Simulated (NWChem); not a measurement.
SiHF3; SMILES F[SiH](F)F

```xyz
5

Si     0.0000     0.0000     0.3319
F      1.2501     0.8171    -0.2387
F      0.0825    -1.4912    -0.2387
F     -1.3327     0.6741    -0.2387
H      0.0000     0.0000     1.7980
```
Atoms are numbered in this order, from 1.

Results from NWChem. All runs use the structure optimised with PBE0/def2-SVP.

**Question.** What does the run give for TPSS/3-21G? Quantities: highest occupied level (eV); orbital gap (eV); dipole (D).

**Answer.** The highest occupied level (eV) is -9.26, the orbital gap (eV) comes out as 9.95 and the dipole (D) is 1.53.
